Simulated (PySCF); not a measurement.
## Xe²⁺ (xenon, charge +2) across methods

[Kr] 4d10 5s1 5p5, 5s spin antiparallel (an excited configuration). Computed with PySCF 2.14 in aug-cc-pwCVTZ-DK3 with one added diffuse shell each of s, p, d, f type (11s10p8d5f1g, 125 functions), with scalar relativity by spin-free X2C-1e.

| method | E (hartree) | mean ε 5s β (eV) | mean ε 5p β (eV) | mean ε 5p α (eV) | Σ⟨r²⟩ (bohr²) | ⟨S²⟩ |
| --- | --- | --- | --- | --- | --- | --- |
| PBE0 | -7444.11 | -42.036 | -28.649 | -28.304 | 43.90 | 1.002 |
| wB97X | -7444.74 | -44.715 | -30.992 | -30.427 | 43.89 | 1.001 |
| LDA | -7437.78 | -40.292 | -27.311 | -27.456 | 43.74 | 1.001 |
| BHandHLYP | -7444.43 | -43.955 | -29.919 | -29.108 | 44.16 | 1.003 |
| wB97M-V | -7443.94 | -44.574 | -30.885 | -30.455 | 44.04 | 1.001 |
| PBE | -7444.07 | -39.974 | -27.168 | -27.267 | 43.83 | 1.002 |
| r2SCAN | -7444.46 | -40.593 | -27.604 | -27.548 | 43.88 | 1.003 |

**Question.** Estimate the same row for UHF.

**Answer.** E (hartree) = -7441.42559; mean ε 5s β (eV) = -47.088; mean ε 5p β (eV) = -32.074; mean ε 5p α (eV) = -30.219; Σ⟨r²⟩ (bohr²) = 44.61; ⟨S²⟩ = 1.007.

With the s spin flipped the determinant is a mixture of two multiplicities, not a spectroscopic state.
